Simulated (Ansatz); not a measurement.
Relaxation of BCl3H2O2 (8 atoms, charge 0, multiplicity 1), to a largest force component of 0.03 eV/Å in at most 50 steps.

These are results of RKS PBE0-D4/6-31G* in Ansatz 0.2.0, not measurements.

```xyz
8
Properties=species:S:1:pos:R:3
B -0.612 -0.691 -1.129
Cl 0.788 0.035 -2.037
Cl -0.680 -2.403 -0.895
Cl -1.923 0.351 -0.639
H 1.546 0.349 0.466
O 0.916 -0.014 1.110
O 0.442 1.184 1.722
H -0.477 1.189 1.402
```

Where does it end, and by what steps?

It converged. After 22 steps the energy has fallen by 0.330 eV; H5 moved furthest, 0.78 Å. Joined: B1–O6 (2.79 → 1.68 Å).

| step | energy less start (eV) | largest force component (eV/Å) | accepted |
| --- | --- | --- | --- |
| 0 | 0.0000 | 1.063 | yes |
| 1 | 0.0465 | 1.405 | no |
| 2 | -0.0345 | 0.802 | yes |
| 3 | -0.0631 | 0.875 | yes |
| 4 | -0.0930 | 0.964 | yes |
| 5 | -0.1499 | 0.981 | yes |
| 6 | -0.2216 | 0.681 | yes |
| 7 | -0.2420 | 0.413 | yes |
| 8 | -0.2494 | 0.106 | yes |
| 9 | -0.2503 | 0.047 | yes |
| 10 | -0.2506 | 0.051 | yes |
| 11 | -0.2518 | 0.060 | yes |
| 12 | -0.2545 | 0.090 | yes |
| 13 | -0.2601 | 0.172 | yes |
| 14 | -0.2694 | 0.244 | yes |
| 15 | -0.2813 | 0.779 | yes |
| 16 | -0.3005 | 0.453 | yes |
| 17 | -0.2893 | 0.357 | no |
| 18 | -0.3138 | 0.325 | yes |
| 19 | -0.3228 | 0.138 | yes |
| 20 | -0.3288 | 0.063 | yes |
| 21 | -0.3294 | 0.119 | yes |
| 22 | -0.3296 | 0.020 | yes |

```xyz
8
Properties=species:S:1:pos:R:3
B -0.329 -0.448 -0.685
Cl 0.642 0.440 -1.914
Cl -0.222 -2.241 -0.757
Cl -1.972 0.248 -0.354
H 1.390 -0.396 0.658
O 0.440 -0.196 0.787
O 0.500 1.185 1.188
H -0.450 1.407 1.078
```

Time of the run: 57 s on 2 threads of Intel(R) Xeon(R) Platinum 8488C (Sapphire Rapids), on a shared host, peak memory 0.27 GiB.
